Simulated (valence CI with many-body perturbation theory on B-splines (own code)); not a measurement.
E1 line list for Sm48+

Method: configuration interaction combined with many-body perturbation theory (CI+MBPT): four valence electrons over a frozen Dirac-Fock core [Ne], radial functions for each j: 11 s, 11 p, 10 d, 8 f, 5 g, 2 h, with the one-electron correlation potential Σ1 (screened to all orders), the two-electron term Σ2, the three-electron term Σ3, Breit, model QED; selected single and double excitations, second order for the rest, scaled by the run's own slope (own B-spline code, finite nucleus).

No measured spectrum was set against this ion. As an estimate, large intervals hold to a few tenths of a per cent, small ones and those within an open d or f shell to about a per cent. Among the levels kept, up to 590 cm⁻¹ of a level comes from second order outside the variational space, and about a tenth of that is noise between levels of different J, which matters for small intervals.

Lines 1 to 50 of 548 in falling wavelength, among levels below 979.69 eV, chosen from the strongest by gf and those to the six lowest levels. Wavelengths and rates use the calculated energies. Electric multipoles are in the length gauge, E1 and E2 with the static RPA response of the core. Weak lines are less certain than strong ones. Lines between different terms over intervals too small for the method are left out, as are lines whose strength nearly cancels. The highest levels of a list are the least certain.

Levels are named by their leading jj configuration (3d3/2^4 stands for four electrons in 3d with j = 3/2), which in mixed levels can hold well under half, so a name can repeat and another be missing. Letters in brackets count levels of one name in rising energy.

| λ vac (nm) | Upper | Lower | A (s⁻¹) | log gf | Branch % |
| --- | --- | --- | --- | --- | --- |
| 38.02 | (3s^2 3p3/2^2) J=2 | (3s 3p1/2^2 3p3/2) J=2 | 2.08e+06 | -3.65 | 5.5 |
| 19.28 | (3s^2 3p1/2 3d5/2) J=2 | (3s^2 3p3/2^2) J=2 | 4.50e+07 | -2.90 | 0.0 |
| 18.86 | (3s^2 3p1/2 3d5/2) J=3 | (3s^2 3p3/2^2) J=2 | 2.63e+07 | -3.01 | 0.0 |
| 12.63 | (3s 3p1/2 3d3/2 3d5/2) J=4 [a] | (3s^2 3d3/2 3d5/2) J=3 | 3.66e+09 | -1.10 | 2.7 |
| 12.11 | (3s 3p1/2 3p3/2 3d3/2) J=4 | (3s^2 3p3/2 3d3/2) J=3 | 4.98e+09 | -1.01 | 43.4 |
| 11.62 | (3p1/2 3p3/2^2 3d3/2) J=4 | (3s 3p3/2^2 3d3/2) J=3 [b] | 4.68e+09 | -1.07 | 0.6 |
| 11.55 | (3s 3p1/2 3d3/2 3d5/2) J=5 | (3s^2 3d3/2 3d5/2) J=4 | 8.82e+09 | -0.71 | 5.5 |
| 11.08 | (3s 3p1/2 3p3/2^2) J=2 [a] | (3s^2 3p3/2^2) J=2 | 7.65e+08 | -2.15 | 0.3 |
| 10.97 | (3p1/2 3p3/2^2 3d5/2) J=5 | (3s 3p3/2^2 3d5/2) J=4 [b] | 9.40e+09 | -0.73 | 2.2 |
| 10.39 | (3s 3p1/2^2 3p3/2) J=2 | (3s^2 3p1/2 3p3/2) J=2 | 6.41e+09 | -1.28 | 43.5 |
| 10.39 | (3s 3p1/2 3d3/2 3d5/2) J=3 [c] | (3s^2 3d3/2 3d5/2) J=2 | 6.86e+09 | -1.11 | 0.8 |
| 10.25 | (3s 3p1/2 3p3/2 3d5/2) J=5 | (3s^2 3p3/2 3d5/2) J=4 | 1.24e+10 | -0.67 | 100.0 |
| 10.11 | (3p1/2^2 3d3/2^2) J=2 | (3s 3p1/2 3d3/2^2) J=1 [a] | 1.15e+10 | -1.06 | 8.8 |
| 10.08 | (3s 3p1/2 3p3/2 3d5/2) J=4 [c] | (3s^2 3p3/2 3d5/2) J=3 | 6.43e+09 | -1.05 | 1.7 |
| 10.05 | (3s 3p1/2 3d5/2^2) J=5 | (3s^2 3d5/2^2) J=4 | 1.56e+10 | -0.58 | 8.1 |
| 10.05 | (3s 3p1/2 3d5/2^2) J=3 [a] | (3s^2 3d5/2^2) J=2 | 1.37e+10 | -0.84 | 4.7 |
| 10.02 | (3s 3p1/2 3d3/2 3d5/2) J=4 [c] | (3s^2 3d3/2 3d5/2) J=4 | 7.29e+09 | -1.01 | 1.1 |
| 9.989 | (3s 3p1/2 3p3/2^2) J=3 | (3s^2 3p3/2^2) J=2 | 8.04e+09 | -1.07 | 6.6 |
| 9.969 | (3p1/2^2 3p3/2 3d5/2) J=3 | (3s 3p1/2 3p3/2 3d5/2) J=3 [d] | 7.70e+09 | -1.10 | 2.7 |
| 9.837 | (3s 3p1/2^2 3d5/2) J=3 | (3s^2 3p1/2 3d5/2) J=3 | 9.23e+09 | -1.03 | 8.5 |
| 9.809 | (3p1/2^2 3p3/2 3d5/2) J=4 | (3s 3p1/2 3p3/2 3d5/2) J=3 [c] | 1.22e+10 | -0.80 | 4.0 |
| 9.768 | (3s 3p1/2^2 3p3/2) J=2 | (3s^2 3p1/2 3p3/2) J=1 | 8.34e+09 | -1.22 | 56.5 |
| 9.754 | (3p1/2 3p3/2^2 3d5/2) J=3 [b] | (3s 3p3/2^2 3d5/2) J=2 [b] | 7.76e+09 | -1.11 | 1.1 |
| 9.739 | (3s 3p1/2 3p3/2 3d3/2) J=3 [c] | (3s^2 3p3/2 3d3/2) J=3 | 7.89e+09 | -1.10 | 1.3 |
| 9.727 | (3s 3p1/2^2 3d5/2) J=3 | (3s^2 3p1/2 3d5/2) J=2 | 1.44e+10 | -0.84 | 13.3 |
| 9.519 | (3p1/2 3p3/2^2 3d5/2) J=4 [b] | (3s 3p3/2^2 3d5/2) J=3 [a] | 9.21e+09 | -0.95 | 1.2 |
| 9.486 | (3s 3p1/2 3d5/2^2) J=2 [b] | (3s^2 3d5/2^2) J=2 | 1.44e+10 | -1.01 | 3.4 |
| 9.455 | (3p1/2^2 3p3/2 3d3/2) J=3 | (3s 3p1/2 3p3/2 3d3/2) J=3 [c] | 1.18e+10 | -0.95 | 3.3 |
| 9.377 | (3p1/2 3p3/2^2 3d5/2) J=3 [b] | (3s 3p3/2^2 3d5/2) J=2 [a] | 9.40e+09 | -1.06 | 1.3 |
| 9.364 | (3p1/2 3p3/2^2 3d3/2) J=4 | (3s 3p3/2^2 3d3/2) J=4 | 1.01e+10 | -0.92 | 1.4 |
| 9.340 | (3p1/2^2 3p3/2 3d3/2) J=2 | (3s 3p1/2 3p3/2 3d3/2) J=2 [c] | 1.19e+10 | -1.11 | 6.8 |
| 9.311 | (3p1/2 3p3/2^2 3d5/2) J=2 [a] | (3s 3p3/2^2 3d5/2) J=3 [b] | 1.31e+10 | -1.07 | 2.0 |
| 9.221 | (3s 3p1/2 3d5/2^2) J=4 [b] | (3s^2 3d5/2^2) J=4 | 1.41e+10 | -0.79 | 4.9 |
| 9.215 | (3p1/2^2 3d3/2 3d5/2) J=2 | (3s 3p1/2 3d3/2 3d5/2) J=3 [c] | 2.10e+10 | -0.87 | 10.0 |
| 9.210 | (3p1/2 3p3/2^2 3d5/2) J=2 [c] | (3s 3p3/2^2 3d5/2) J=3 [c] | 1.37e+10 | -1.06 | 1.2 |
| 9.171 | (3s 3p1/2^2 3d3/2) J=2 | (3s^2 3p1/2 3d3/2) J=2 | 1.37e+10 | -1.06 | 44.7 |
| 9.144 | (3s 3p1/2 3d3/2 3d5/2) J=3 [d] | (3s^2 3d3/2 3d5/2) J=4 | 1.39e+10 | -0.91 | 1.8 |
| 9.099 | (3p1/2^2 3p3/2 3d5/2) J=4 | (3s 3p1/2 3p3/2 3d5/2) J=4 [b] | 7.36e+09 | -1.08 | 2.4 |
| 9.091 | (3s 3p1/2 3p3/2 3d5/2) J=3 [d] | (3s^2 3p3/2 3d5/2) J=3 | 1.24e+10 | -0.97 | 2.0 |
| 9.053 | (3s 3p1/2 3d5/2^2) J=3 [b] | (3s^2 3d5/2^2) J=4 | 1.59e+10 | -0.86 | 3.7 |
| 9.047 | (3s 3p1/2^2 3d5/2) J=2 | (3s^2 3p1/2 3d5/2) J=3 | 2.08e+10 | -0.89 | 17.4 |
| 9.034 | (3p1/2^2 3d3/2^2) J=0 | (3s 3p1/2 3d3/2^2) J=1 [b] | 7.46e+10 | -1.04 | 52.0 |
| 9.025 | (3p1/2^2 3d3/2 3d5/2) J=3 | (3s 3p1/2 3d3/2 3d5/2) J=3 [b] | 2.70e+10 | -0.64 | 13.7 |
| 9.024 | (3p1/2 3p3/2^2 3d3/2) J=3 [a] | (3s 3p3/2^2 3d3/2) J=3 [a] | 1.31e+10 | -0.95 | 1.6 |
| 8.985 | (3p1/2^2 3d3/2 3d5/2) J=2 | (3s 3p1/2 3d3/2 3d5/2) J=1 [b] | 1.30e+10 | -1.10 | 6.2 |
| 8.945 | (3p1/2^2 3p3/2 3d5/2) J=2 | (3s 3p1/2 3p3/2 3d5/2) J=2 [b] | 2.00e+10 | -0.92 | 5.8 |
| 8.760 | (3p1/2 3p3/2^3) J=2 | (3s 3p3/2^3) J=2 | 1.37e+10 | -1.10 | 1.6 |
| 8.697 | (3s 3p1/2^2 3p3/2) J=1 | (3s^2 3p1/2 3p3/2) J=2 | 2.49e+10 | -1.07 | 10.5 |
| 8.644 | (3p1/2^2 3d3/2 3d5/2) J=2 | (3s 3p1/2 3d3/2 3d5/2) J=2 [b] | 2.33e+10 | -0.88 | 11.1 |
| 8.603 | (3s 3p1/2 3p3/2^2) J=1 [a] | (3s^2 3p3/2^2) J=2 | 8.63e+09 | -1.54 | 2.7 |
